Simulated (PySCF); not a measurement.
C$_{2}$H$_{4}$NO, charge -1, singlet, at a GFN2-xTB geometry (in this run its highest filled SCF level lies above zero, so its values depend strongly on the basis, on diffuse functions most of all). Base run: B3LYP/def2-SVP (PySCF).

Here is a job for PySCF.
```python
from pyscf import gto, scf, dft

mol = gto.M(
    atom='''
O     0.32110613    1.27946334    0.38290945
C    -0.07152129    0.13590853    0.02919906
N     0.98097901   -0.77888988   -0.45034161
C    -1.32792987   -0.37556948    0.02513769
H     0.80110933   -1.73036322   -0.14616487
H    -1.53323136   -1.38272268   -0.31366156
H    -2.17708968    0.23305976    0.29417115
H     1.87021653   -0.46548576   -0.07124953
''',
    basis='def2-svp',
    charge=-1,
    verbose=5,
)

mf = dft.RKS(mol)
mf.xc = 'b3lyp'
mf.kernel()
mf.analyze()
```

Variants of this job, named by their change:

```csv
change,ΔE vs base (µEh),fitting functions
base,0.0,-
auxbasis = cc-pvdz-jkfit,-58.1,372
auxbasis = cc-pvtz-jkfit,-66.2,436
auxbasis = even-tempered beta=3.0,-267,395
auxbasis = cc-pvtz-ri,-207,444
auxbasis = default (with mf = mf.density_fit()),-20.0,376
auxbasis = autoaux,21.3,544
auxbasis = even-tempered beta=1.6,7.4,864
auxbasis = even-tempered beta=2.0,-28.6,580
only_dfj = on; auxbasis = def2-universal-jfit,-278,240
```

A fitting set is made for a task (jfit for Coulomb, jkfit for Coulomb and exchange, ri for correlation) and for a family of orbital bases.
